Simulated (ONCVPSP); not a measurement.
# zinc: one change to an ONCV potential, before and after

- Element: Zn
- Generator: ONCVPSP 4.0.1
- Type: optimised norm-conserving Vanderbilt (ONCV)
- Functional: PBE
- Relativity: scalar-relativistic
- Frozen core: [Ar]
- Valence charge: 12
- Reference configuration: 3d10 4s1 4p1
- Partial waves: 4s: rc 2.15 bohr, ncon 4, nbas 7, qcut 3.1 1/bohr, 2 projectors, debl 0.5 Ha; 4p: rc 3.20 bohr, ncon 4, nbas 8, qcut 3 1/bohr, 2 projectors, debl 1 Ha; 3d: rc 1.20 bohr, ncon 4, nbas 8, qcut 13.7 1/bohr, 2 projectors, debl 2.3 Ha; f scattering state at 0.03 Ha: rc 2.85 bohr, ncon 3, nbas 7, qcut 3.6 1/bohr, 2 projectors, debl 0.5 Ha
- Local potential: polynomial inside 0.90 bohr (lpopt 5, dvloc0 0 Ha)
- Core correction: Teter function, fcfact 5, rcfact 1.35

All-electron outer shells of the reference configuration (PBE, scalar-relativistic, ld1.x):

```tsv
shell	level (eV)	outermost node (bohr)	outermost maximum (bohr)
3s	-131.48	0.28	0.59
3p	-85.65	0.25	0.59
3d	-12.34	–	0.57
4s	-7.40	0.85	2.04
4p	-2.10	0.92	2.89
```

Change: local potential polynomial inside 0.90 bohr (lpopt 5, dvloc0 8 Ha).

Cutoffs: the cutoffs (Ha) at which the residual kinetic energy of the hardest occupied pseudo-wave falls to 1 and 0.1 mHa per electron; they do not see the model core or the augmentation charge, which bear on the density cutoff. Errors are all-electron minus pseudo energies relative to the spin-unpolarised reference configuration.

Problem. How do hardness, ghosts and transferability respond?

Solution. The potential gets neither clearly harder nor softer (73 Ha and 81 Ha → 73 Ha and 81 Ha); the bound ghost in s disappears; the lowest positive-energy flag moves from f at 3.9 eV to f at 16.2 eV; the errors of the 4 common tests hardly move; the range in which the s phases agree narrows (upper end 2.9 → 1.1); the range in which the p phases agree widens (upper end 1.3 → 2.5). In the separable form a ghost depends on how the local part lies against the semilocal potential of the channel, so the choice of the local part can create or remove one.

```csv
quantity,base,changed
"cutoff, loose",73 Ha,73 Ha
"cutoff, tight",81 Ha,81 Ha
bound ghosts,s,none
GHOST(+) flags under 300 eV,"f at 3.9 eV, p at 41.3 eV","f at 16.2 eV, s at 30.8 eV"
"error for 3d10 4s2 4p0, meV [ΔE -5.09 eV]",+6.5,+6.6
"error for 3d10 4s1 4p0, meV [ΔE 4.80 eV]",-1.6,-1.6
"error for 3d10 4s0 4p0, meV [ΔE 23.24 eV]",+14,+14
"error for 3d9 4s2 4p1, meV [ΔE 7.16 eV]",-116,-106
s: phases at 2.19 bohr within 0.05 rad from the reference energy up to (Ha; the scan ends near 5),2.9,1.1
p: phases at 3.25 bohr within 0.05 rad from the reference energy up to (Ha; the scan ends near 5),1.3,2.5
d: phases at 1.22 bohr within 0.05 rad from the reference energy up to (Ha; the scan ends near 5),to the end of the scan,to the end of the scan
f: phases at 2.90 bohr within 0.05 rad from the reference energy up to (Ha; the scan ends near 5),2.2,2.1
"rms error of d²Exc/dni dnj with the model core, mHa",1.68,1.68
```

 A true bound ghost makes a file unfit for plane-wave use even where its test errors are small: the radial tests pick states by their node count and pass the ghost by.
